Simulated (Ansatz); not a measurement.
Relaxation of BClF$_{2}$ (4 atoms, charge 0, multiplicity 1), to a largest force component of 0.02 eV/Å in at most 40 steps.

The calculation used RKS B3LYP-D4/6-31G in Ansatz 0.2.0.

```xyz
4
Properties=species:S:1:pos:R:3:forces:R:3
B 0.000 0.000 0.000 2.04 0.00 -1.17
F 0.000 0.000 1.320 0.10 0.00 1.21
Cl 1.611 0.000 -0.930 -1.13 0.00 0.65
F -1.143 0.000 -0.660 -1.00 0.00 -0.69
```

Where does it end, and by what steps?

It converged. Limits of this set-up: no polarisation functions. After 3 steps the energy has fallen by 0.089 eV; Cl3 moved furthest, 0.05 Å.

```
step  energy less start (eV)  largest force component (eV/Å)  accepted
   0                  0.0000                           2.035       yes
   1                 -0.0643                           1.162       yes
   2                 -0.0746                           0.543       yes
   3                 -0.0894                           0.008       yes
```

```xyz
4
Properties=species:S:1:pos:R:3
B 0.029 0.000 -0.017
F 0.015 0.000 1.333
Cl 1.571 0.000 -0.907
F -1.147 0.000 -0.679
```

Whether the end is a true minimum wasn't checked by a vibrational analysis.

Run time: 5.5 s on 1 thread of Arm Neoverse V1, on a shared host, peak memory 0.1 GiB.
